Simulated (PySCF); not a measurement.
Spectrum to structure. Level of theory: TDDFT B3LYP/def2-SVPD, vertical, gas phase, core orbitals frozen in the response (PySCF 2.14.0, density-fitted response routines). Geometries: GFN2-xTB, one conformer each.

```json
{"state": "S1", "λ (nm)": "215.1", "f": "0.047"}
{"state": "S2", "λ (nm)": "194.6", "f": "0.059"}
{"state": "S3", "λ (nm)": "189.6", "f": "0.0003"}
{"state": "S4", "λ (nm)": "187.9", "f": "0.039"}
{"state": "S5", "λ (nm)": "176.6", "f": "0.044"}
{"state": "S6", "λ (nm)": "173.3", "f": "0.057"}
{"state": "S7", "λ (nm)": "169.4", "f": "0.0022"}
{"state": "S8", "λ (nm)": "163.8", "f": "0.016"}
```

Triplets computed (Tamm–Dancoff): 4.33, 5.86, 6.48 eV.

Question: Which candidate is it? All have the formula C6H9FO.
A. `O=C1CC[C@@H](CF)C1`
B. `FC[C@@H]1C=COCC1`
C. `F[C@@H]1C[C@H]2CC[C@@H]1O2`
D. `C=C(F)C(=O)C(C)C`
E. `C=C1C[C@@H](O)[C@H](F)C1`

Answer: B. Its S1 lies at 5.76 eV; the nearest of the others has S1 at 6.53 eV. S1 is HOMO→LUMO (86%), HOMO→LUMO+1 (12%). Löwdin shares by element: HOMO carbon 60% or more, oxygen 26%; LUMO carbon 36% or more, hydrogen 7% or more (atoms not listed hold the other 56%). At the same level the other candidates give, for their lowest levels:
- `C=C1C[C@@H](O)[C@H](F)C1`: 190 nm (f 0.191); 186 nm (f 0.027); 186 nm (f 0.004); 180 nm (f 0.004); 176 nm (f 0.006); T1 4.20 eV; HOMO -7.10, LUMO -0.35 eV
- `O=C1CC[C@@H](CF)C1`: 294 nm (f 0.000); 194 nm (f 0.011); 178 nm (f 0.005); 172 nm (f 0.004); 172 nm (f 0.008); T1 3.71 eV; HOMO -7.05, LUMO -1.06 eV
- `F[C@@H]1C[C@H]2CC[C@@H]1O2`: 180 nm (f 0.008); 167 nm (f 0.003); 162 nm (f 0.002); 155 nm (f 0.007); 153 nm (f 0.003); T1 6.78 eV; HOMO -7.49, LUMO 0.27 eV
- `C=C(F)C(=O)C(C)C`: 336 nm (f 0.001); 226 nm (f 0.228); 192 nm (f 0.001); 189 nm (f 0.028); 178 nm (f 0.004); T1 3.22 eV; HOMO -7.44, LUMO -2.19 eV
